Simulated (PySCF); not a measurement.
A geometry optimisation, step by step.

Compound: CH8ClPSi2.
Numbering: `[SiH3:1][CH2:2][Si@H:3]([PH2:4])[Cl:5]` (hydrogens: H6, H7, H8 on Si1; H9, H10 on C2; H11 on Si3; H12, H13 on P4)

Method: PBE0-D3(BJ)/def2-SVP geometry optimisation, gas phase in PySCF 2.14.0; density fitting, grid level 1; the optimiser is geomeTRIC in internal coordinates, started from a GFN2-xTB structure with every atom displaced at random (about 0.01 Å). The frame can shift and turn from step to step; on so coarse a grid that alone can change the energy by a few meV, and forces under 0.02 eV/Å are noise.

Step 0: E = -38707.7248 eV, largest atomic force 2.713 eV/Å
```
atom  x, y, z in Å  |  force x, y, z in eV/Å
Si1    -1.756   -0.711    0.358   -0.310   1.605  -0.506
C2     -0.857    0.786   -0.426    0.393  -0.273   1.137
Si3     0.999    0.862   -0.107   -0.449  -0.586  -0.740
P4      2.004   -1.033   -0.850   -2.360  -0.348  -1.292
Cl5     1.332    1.178    1.871    0.096   0.101   1.028
H6     -3.194   -0.582   -0.019   -0.078  -0.180   0.020
H7     -1.638   -0.639    1.811    0.086  -0.099   0.637
H8     -1.190   -1.924   -0.171    0.374  -0.967  -0.312
H9     -1.306    1.724   -0.055   -0.020  -0.043   0.051
H10    -1.007    0.762   -1.492   -0.128  -0.067  -0.957
H11     1.640    1.986   -0.791    0.174   0.406  -0.361
H12     1.758   -1.753    0.322   -0.215  -0.369   0.547
H13     3.222   -0.672   -0.461    2.437   0.819   0.748
```

Step 1: E = -38707.9464 eV, largest atomic force 0.756 eV/Å
```
atom  x, y, z in Å  |  force x, y, z in eV/Å
Si1     0.320    0.949    1.463    0.168  -0.229  -0.041
C2      1.258    2.369    0.651   -0.075  -0.002  -0.177
Si3     3.112    2.397    0.904   -0.003   0.112   0.437
P4      4.056    0.501    0.117    0.615   0.169   0.406
Cl5     3.462    2.685    2.967   -0.049  -0.082  -0.491
H6     -1.131    0.973    1.118   -0.031   0.079  -0.023
H7      0.471    0.985    2.948    0.000   0.029  -0.014
H8      0.886   -0.349    0.958   -0.044   0.086   0.059
H9      0.840    3.326    1.009    0.035   0.021   0.007
H10     1.081    2.329   -0.445    0.015  -0.013   0.166
H11     3.731    3.553    0.188   -0.003  -0.051   0.045
H12     3.771   -0.246    1.312    0.057   0.117  -0.170
H13     5.391    0.913    0.565   -0.683  -0.237  -0.205
```

Step 2: E = -38707.9720 eV, largest atomic force 0.255 eV/Å
```
atom  x, y, z in Å  |  force x, y, z in eV/Å
Si1     0.333    0.939    1.462    0.022  -0.077  -0.006
C2      1.257    2.366    0.648   -0.018   0.017  -0.064
Si3     3.107    2.402    0.905    0.009   0.055   0.248
P4      4.055    0.513    0.118    0.223   0.072   0.088
Cl5     3.459    2.676    2.953   -0.019  -0.037  -0.227
H6     -1.119    0.983    1.112   -0.001   0.027   0.002
H7      0.483    0.989    2.946   -0.004   0.009   0.002
H8      0.893   -0.359    0.968   -0.007   0.019   0.015
H9      0.840    3.322    1.008    0.004  -0.006   0.010
H10     1.080    2.324   -0.442   -0.004  -0.009   0.020
H11     3.731    3.558    0.199    0.007   0.001  -0.001
H12     3.765   -0.233    1.301   -0.008   0.001  -0.014
H13     5.363    0.906    0.574   -0.204  -0.073  -0.074
```

Step 3: E = -38707.9758 eV, largest atomic force 0.060 eV/Å
```
atom  x, y, z in Å  |  force x, y, z in eV/Å
Si1     0.337    0.933    1.464   -0.007   0.006   0.003
C2      1.256    2.362    0.646    0.021  -0.006  -0.017
Si3     3.106    2.407    0.908    0.000   0.016   0.058
P4      4.062    0.525    0.115   -0.033  -0.003  -0.034
Cl5     3.459    2.670    2.946    0.000  -0.004  -0.032
H6     -1.114    0.986    1.112    0.000   0.001   0.005
H7      0.484    0.994    2.947   -0.002   0.000   0.002
H8      0.895   -0.367    0.979    0.004  -0.005  -0.001
H9      0.835    3.316    1.006   -0.008  -0.004   0.006
H10     1.078    2.317   -0.443   -0.004  -0.005  -0.006
H11     3.731    3.566    0.208   -0.005   0.003  -0.008
H12     3.761   -0.231    1.288   -0.013  -0.011   0.005
H13     5.357    0.905    0.578    0.048   0.012   0.018
```

Step 4: E = -38707.9762 eV, largest atomic force 0.031 eV/Å
```
atom  x, y, z in Å  |  force x, y, z in eV/Å
Si1     0.338    0.932    1.466   -0.005   0.006   0.003
C2      1.256    2.360    0.645    0.012  -0.007  -0.007
Si3     3.106    2.410    0.910    0.003   0.005   0.019
P4      4.066    0.531    0.111   -0.020   0.003  -0.022
Cl5     3.458    2.669    2.946    0.002   0.000  -0.005
H6     -1.113    0.984    1.113    0.000  -0.001   0.003
H7      0.484    0.997    2.949   -0.001  -0.001   0.001
H8      0.897   -0.369    0.985    0.001  -0.003   0.000
H9      0.832    3.313    1.005   -0.006  -0.001   0.001
H10     1.079    2.313   -0.445   -0.001  -0.003  -0.001
H11     3.728    3.571    0.211   -0.005   0.002  -0.004
H12     3.758   -0.232    1.278   -0.006  -0.005   0.000
H13     5.360    0.907    0.580    0.027   0.005   0.014
```

Step 5: E = -38707.9769 eV, largest atomic force 0.057 eV/Å
```
atom  x, y, z in Å  |  force x, y, z in eV/Å
Si1     0.341    0.926    1.472    0.003   0.005   0.004
C2      1.256    2.352    0.642   -0.009  -0.008   0.019
Si3     3.104    2.417    0.914    0.003  -0.015  -0.055
P4      4.078    0.552    0.096    0.016   0.015   0.006
Cl5     3.455    2.664    2.948    0.005   0.006   0.039
H6     -1.110    0.974    1.118    0.000  -0.004  -0.003
H7      0.482    1.006    2.955    0.002  -0.002  -0.001
H8      0.903   -0.378    1.004   -0.002   0.000   0.000
H9      0.822    3.302    0.999    0.001   0.004  -0.010
H10     1.081    2.299   -0.447    0.003  -0.002   0.003
H11     3.716    3.588    0.220   -0.004   0.003   0.005
H12     3.750   -0.234    1.243    0.002   0.004  -0.006
H13     5.368    0.917    0.591   -0.020  -0.007   0.000
```

Step 6: E = -38707.9772 eV, largest atomic force 0.071 eV/Å
```
atom  x, y, z in Å  |  force x, y, z in eV/Å
Si1     0.344    0.921    1.477    0.004   0.003   0.004
C2      1.256    2.345    0.641   -0.015  -0.004   0.027
Si3     3.103    2.423    0.915    0.000  -0.018  -0.069
P4      4.087    0.570    0.084    0.025   0.014   0.015
Cl5     3.452    2.661    2.951    0.006   0.006   0.044
H6     -1.107    0.963    1.121    0.001  -0.004  -0.005
H7      0.482    1.010    2.960    0.003  -0.002  -0.002
H8      0.909   -0.385    1.018   -0.002   0.001  -0.001
H9      0.815    3.294    0.994    0.005   0.006  -0.013
H10     1.082    2.288   -0.449    0.003  -0.002   0.003
H11     3.707    3.600    0.227   -0.003   0.003   0.008
H12     3.747   -0.233    1.216    0.003   0.006  -0.006
H13     5.372    0.926    0.599   -0.029  -0.008  -0.006
```

Step 7: E = -38707.9776 eV, largest atomic force 0.058 eV/Å
```
atom  x, y, z in Å  |  force x, y, z in eV/Å
Si1     0.350    0.908    1.489    0.004  -0.002   0.004
C2      1.252    2.331    0.640   -0.018   0.006   0.028
Si3     3.098    2.435    0.917   -0.005  -0.012  -0.056
P4      4.109    0.610    0.059    0.024   0.004   0.019
Cl5     3.444    2.656    2.955    0.004   0.001   0.028
H6     -1.099    0.935    1.128    0.001  -0.004  -0.005
H7      0.483    1.016    2.971    0.002  -0.003  -0.002
H8      0.926   -0.400    1.048    0.001   0.003  -0.001
H9      0.799    3.277    0.982    0.009   0.005  -0.013
H10     1.082    2.262   -0.450    0.000  -0.005   0.002
H11     3.682    3.631    0.244   -0.001   0.004   0.010
H12     3.742   -0.228    1.155    0.004   0.007  -0.005
H13     5.380    0.951    0.616   -0.026  -0.004  -0.010
```

Step 8: E = -38707.9778 eV, largest atomic force 0.022 eV/Å
```
atom  x, y, z in Å  |  force x, y, z in eV/Å
Si1     0.356    0.898    1.497    0.002  -0.004   0.002
C2      1.249    2.322    0.640   -0.011   0.011   0.015
Si3     3.093    2.443    0.916   -0.005  -0.003  -0.021
P4      4.122    0.636    0.043    0.011  -0.005   0.009
Cl5     3.439    2.653    2.958    0.001  -0.003   0.006
H6     -1.093    0.913    1.131    0.001  -0.003  -0.003
H7      0.484    1.016    2.978    0.000  -0.002  -0.001
H8      0.941   -0.409    1.065    0.003   0.002  -0.001
H9      0.789    3.268    0.975    0.007   0.003  -0.007
H10     1.080    2.246   -0.449   -0.002  -0.006   0.000
H11     3.665    3.651    0.254    0.000   0.003   0.007
H12     3.741   -0.221    1.121    0.003   0.005  -0.001
H13     5.383    0.970    0.625   -0.010   0.002  -0.007
```

Problem. Summarise the path.

Solution. The energy falls by 0.2530 eV from step 0 to step 8; nine tenths of that is first reached at step 2. It falls at every step. The largest force goes from 2.713 to 0.022 eV/Å. Among the bonds P4–H13 changes most, from 1.328 to 1.429 Å; the atoms move by 0.122 Å rms after alignment.

Problem. Follow the three bonds and two angles with the largest change from start to end.

Solution. 
```tsv
step	E above end (eV)	largest force (eV/Å)	P4–H13 (Å)	Si1–H8 (Å)	Si3–Cl5 (Å)	C2–Si1–H6 (°)	H7–Si1–H8 (°)
0	0.2530	2.713	1.328	1.440	2.031	106.4	112.1
1	0.0314	0.756	1.468	1.503	2.112	111.8	108.5
2	0.0058	0.255	1.440	1.498	2.096	110.7	108.6
3	0.0020	0.060	1.426	1.495	2.084	110.1	108.7
4	0.0016	0.031	1.427	1.496	2.082	110.1	108.8
5	0.0009	0.057	1.429	1.496	2.079	110.1	108.8
6	0.0006	0.071	1.430	1.496	2.079	110.0	108.8
7	0.0002	0.058	1.429	1.496	2.080	110.0	108.8
8	0.0000	0.022	1.429	1.496	2.081	109.9	108.8
```

What follows is the cost of the whole optimisation. Hardware: Arm Neoverse V2, one thread, shared host with 96 logical CPUs at a one-minute load of 58. Cost: 61 s wall, 0.54 GiB resident at most.
